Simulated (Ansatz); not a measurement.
`CO[SiH2]S[SiH2]F` + `C[SiH2]F` → `F[SiH2]C[SiH2]F` + `CO[SiH2]S`  (formal exchange of groups at the Si–S bond)

Isolated molecules relaxed with PBE0-D4/def2-TZVP in Ansatz; ΔE leaves out vibrations. CBS: MP2 limit from def2 TZ/QZ plus the TZ coupled-cluster correction, frozen cores. This one scheme is used for every species. DFT in def2-TZVPP. B3LYP here is the variant with VWN-RPA as its local correlation; programs differ in this. Each species was taken in one conformer, which may not be the lowest.

**Question.** Is it downhill or uphill in electronic energy at CCSD(T)/CBS, and by how much? (Estimate.)

**Answer.** Ansatz gave: Uphill: ΔE = +63.3 kJ/mol.

**Question.** What do these levels give: PBE0-D4, B3LYP-D4, ωB97X-V, ωB97M-V, B2PLYP, PBE, r2SCAN, B3LYP, HF/def2-TZVPP, CCSD/def2-TZVPP, HF/def2-QZVPP, MP2/def2-QZVPP? (Estimate.)

**Answer.** The calculation gave: PBE0-D4 66.2, B3LYP-D4 67.4, ωB97X-V 63.5, ωB97M-V 63.6, B2PLYP 61.7, PBE 61.8, r2SCAN 65.6, B3LYP 59.0, HF/def2-TZVPP 57.8, CCSD/def2-TZVPP 58.7, HF/def2-QZVPP 57.1, MP2/def2-QZVPP 66.3 kJ/mol.

Largest T1 diagnostic among the species: 0.012.

The D4 term adds +8.4 kJ/mol with B3LYP and +4.7 kJ/mol with PBE0; it sums over pairs of atoms, weighted by their polarisabilities, and B3LYP, whose exchange is more repulsive, gets the larger term.
